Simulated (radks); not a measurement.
The numbers below are computed, except where a source is named.
The mean radii <r> (bohr) of the occupied orbitals of an atom or ion are listed with their occupations. Level of theory: Dirac Kohn-Sham, Slater X-alpha with alpha = 1.005, spin-unpolarised, spherical densities, finite nucleus; Fermi nuclear charge, rms radius of each element as measured or else 0.836 A^(1/3) + 0.57 fm (a radial shooting solver on a logarithmic mesh with Libxc functionals).

orbital  occ.      <r>
1s1/2       2  0.01578
2s1/2       2  0.06561
2p1/2       2  0.05368
2p3/2       4  0.06272
3s1/2       2   0.1703
3p1/2       2   0.1607
3p3/2       4   0.1771
3d3/2       4   0.1535
3d5/2       6   0.1585
4s1/2       2   0.3746
4p1/2       2   0.3748
4p3/2       4   0.4091
4d3/2       4   0.4115
4d5/2       6   0.4224
4f5/2       6   0.4294
4f7/2       8   0.4353
5s1/2       2   0.8210
5p1/2       2   0.8705
5p3/2       4   0.9569
5d3/2       4    1.155
5d5/2       6    1.191
6s1/2       2    1.930

Name the element and its charge. Open shells, if any, are shared by 2j + 1.

Answer. Z = 83, bismuth, charge +3: Bi3+ in [Hg]. The 1s radius gives Z: for a bare nucleus <r> = (2 gamma + 1)/(2Z) with gamma = sqrt(1 - (Z/c)^2), 0.01561 bohr for Z = 83, and screening makes it slightly larger (0.01578 here). The occupations add up to 80, and the charge is Z minus that.
